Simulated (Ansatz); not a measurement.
Consider the redistribution: `B[SiH2][InH2]` + `C[SiH3]` → `[SiH3][InH2]` + `B[SiH2]C`.

Isolated molecules relaxed with PBE0-D4/def2-TZVP in Ansatz; ΔE leaves out vibrations. CBS: MP2 limit from def2 TZ/QZ plus the TZ coupled-cluster correction, frozen cores. This one scheme is used for every species. DFT in def2-TZVPP. def2 core potentials past Kr. For In outer-core shells are correlated without core-valence functions, which leaves a few kJ/mol of doubt a bond.

`B[SiH2][InH2]`:

Cartesian coordinates in Å:
```
B -0.553 -1.224 0.019
Si -1.348 0.471 0.241
In 1.354 0.424 -0.192
H -0.465 -1.709 -1.074
H -0.134 -1.819 0.972
H -1.436 1.202 1.532
H -1.823 1.336 -0.871
H 2.566 -0.763 -0.473
H 1.839 2.082 -0.153
```

`C[SiH3]`:

Cartesian coordinates in Å:
```
C -0.160 -0.218 -0.950
Si 0.143 0.195 0.850
H 0.603 -0.903 -1.324
H -0.136 0.685 -1.564
H -1.135 -0.691 -1.080
H 0.113 -1.037 1.684
H -0.899 1.127 1.359
H 1.472 0.842 1.024
```

`[SiH3][InH2]`:

Z-matrix (Å, degrees):
```
Si
In 1 2.575
H 1 1.491 2 110.1
H 1 1.488 2 113.2 3 -120.7
H 1 1.491 2 110.5 3 118.3
H 2 1.730 1 119.9 3 -61.8
H 2 1.729 1 122.1 3 118.0
```

`B[SiH2]C`:

Cartesian coordinates in Å:
```
B -1.732 -0.541 -0.392
Si -0.189 0.626 0.156
C 1.499 -0.192 0.156
H -1.611 -1.675 -0.756
H -2.842 -0.093 -0.370
H -0.486 1.173 1.516
H -0.183 1.796 -0.776
H 1.746 -0.569 -0.839
H 2.279 0.511 0.456
H 1.520 -1.037 0.849
```

(1) Is it downhill or uphill in electronic energy at CCSD(T)/CBS, and by how much? (Estimate.)

(2) What do these levels give: ωB97X-V, ωB97M-V, B2PLYP, PBE-QIDH, BLYP, r2SCAN? (Best estimate.)

Largest T1 diagnostic among the species: 0.015.

Results:

(1) Computed: Uphill: ΔE = +0.36 eV.

(2) Computed: ωB97X-V 0.20, ωB97M-V 0.33, B2PLYP 0.30, PBE-QIDH 0.36, BLYP 0.31, r2SCAN 0.44 eV.

From r2SCAN to r2SCAN0 (25 % exact exchange), in def2-TZVPP and without D4, ΔE moves by −0.08 eV. At CCSD(T), def2-SVP lies −0.07 eV from the extrapolated value and def2-TZVPP −0.02 eV. In def2-TZVPP, CCSD(T) changes the Hartree–Fock value by +0.60 eV (the triples alone add +0.11 eV) and MP2 by +0.71 eV.
